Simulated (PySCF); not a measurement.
SMILES C[CH2][Al]([Cl])[F] (C2H5AlClF), singlet, PBE0/def2-SVP optimised geometry.

```
10

Al     0.49     0.48     0.00
F     -0.23     1.98     0.00
Cl     2.59     0.48     0.00
C     -0.56    -1.16     0.00
C     -2.08    -1.00     0.00
H     -0.22    -1.75     0.87
H     -0.23    -1.74    -0.88
H     -2.44    -0.44    -0.87
H     -2.43    -0.45     0.89
H     -2.59    -1.98     0.00
```

Density from PBE0/def2-TZVP (PySCF) at that geometry.

Minimum of the electron density along straight lines between bonded atoms, close to the bond critical point (lines longer than 1.1 times the sum of covalent radii, or with two minima, are not listed):

```json
[
 {"bond": "Al1–F2", "length / Å": "1.663", "ρ at the minimum / e bohr⁻³": "0.110", "∇²ρ there / e bohr⁻⁵": "0.89", "position (fraction from the first atom)": "0.43"},
 {"bond": "Al1–Cl3", "length / Å": "2.097", "ρ at the minimum / e bohr⁻³": "0.075", "∇²ρ there / e bohr⁻⁵": "0.31", "position (fraction from the first atom)": "0.38"},
 {"bond": "Al1–C4", "length / Å": "1.941", "ρ at the minimum / e bohr⁻³": "0.091", "∇²ρ there / e bohr⁻⁵": "0.25", "position (fraction from the first atom)": "0.41"},
 {"bond": "C4–C5", "length / Å": "1.529", "ρ at the minimum / e bohr⁻³": "0.239", "∇²ρ there / e bohr⁻⁵": "-0.57", "position (fraction from the first atom)": "0.50"},
 {"bond": "C4–H6", "length / Å": "1.106", "ρ at the minimum / e bohr⁻³": "0.264", "∇²ρ there / e bohr⁻⁵": "-0.85", "position (fraction from the first atom)": "0.64"},
 {"bond": "C4–H7", "length / Å": "1.106", "ρ at the minimum / e bohr⁻³": "0.264", "∇²ρ there / e bohr⁻⁵": "-0.85", "position (fraction from the first atom)": "0.64"},
 {"bond": "C5–H8", "length / Å": "1.101", "ρ at the minimum / e bohr⁻³": "0.272", "∇²ρ there / e bohr⁻⁵": "-0.91", "position (fraction from the first atom)": "0.64"},
 {"bond": "C5–H9", "length / Å": "1.101", "ρ at the minimum / e bohr⁻³": "0.272", "∇²ρ there / e bohr⁻⁵": "-0.91", "position (fraction from the first atom)": "0.64"},
 {"bond": "C5–H10", "length / Å": "1.102", "ρ at the minimum / e bohr⁻³": "0.272", "∇²ρ there / e bohr⁻⁵": "-0.91", "position (fraction from the first atom)": "0.64"}
]
```
